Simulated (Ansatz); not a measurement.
`FB(Cl)Cl` + CH₃SH → `CSB(F)Cl` + HCl at 298.15 K and 1 bar (ligand exchange at a B–Cl bond).

Gas-phase electronic energies from Ansatz, PBE0-D4/def2-TZVP geometries. CBS: MP2 limit from def2 TZ/QZ plus the TZ coupled-cluster correction, frozen cores. This one scheme is used for every species. One conformer a species, not always the lowest.

```json
{"species": "`FB(Cl)Cl`", "CCSD(T)/CBS energy (Eh)": "-1044.28221", "H − E (kJ/mol)": "37.6", "S (J/(mol·K))": "287.3"}
{"species": "CH₃SH", "CCSD(T)/CBS energy (Eh)": "-438.22835", "H − E (kJ/mol)": "133.0", "S (J/(mol·K))": "253.2"}
{"species": "`CSB(F)Cl`", "CCSD(T)/CBS energy (Eh)": "-1022.12842", "H − E (kJ/mol)": "143.7", "S (J/(mol·K))": "342.3"}
{"species": "HCl", "CCSD(T)/CBS energy (Eh)": "-460.38127", "H − E (kJ/mol)": "26.6", "S (J/(mol·K))": "186.8"}
```

H − E and S are ideal-gas, rigid-rotor, harmonic terms from PBE0-D4/def2-TZVP, for one conformer and one mirror image of each species. 1 Eh = 2625.50 kJ/mol, R = 8.31446 J/(mol·K).

Task: By hand: ΔE, ΔH, ΔS and ΔG.

Result: ΔE = (-1022.12842) + (-460.38127) − (-1044.28221) − (-438.22835) = 0.00087 Eh = 2.3 kJ/mol. Δ(H − E) = 143.7 + 26.6 − 37.6 − 133.0 = -0.3, so ΔH = 2.0 kJ/mol. ΔS = 342.3 + 186.8 − 287.3 − 253.2 = -11.4 J/(mol·K). ΔG = 2.0 − 298.15 × (-11.4)/1000 = 5.4 kJ/mol.

Task: By hand: the equilibrium constant, and the temperature at which ΔG would vanish if ΔH and ΔS stayed fixed.

Result: log₁₀ K = −ΔG/(RT ln 10) = -0.9. ΔH and −TΔS have one sign here, so there is no such temperature. One of them is within its doubt of zero, so this could turn.

TΔS isn't small against ΔH here. The sign of ΔG lies within the doubt. A doubt of 5 kJ/mol in ΔE shifts log₁₀ K by 0.9 here. Other conformers and mirror images would add mixing entropy, several J/(mol·K) or more a flexible species. These are equilibria of isolated gas molecules and say nothing of rates. Largest T1 diagnostic: 0.012 (customary marks: 0.02 for closed shells, 0.045 for open ones).
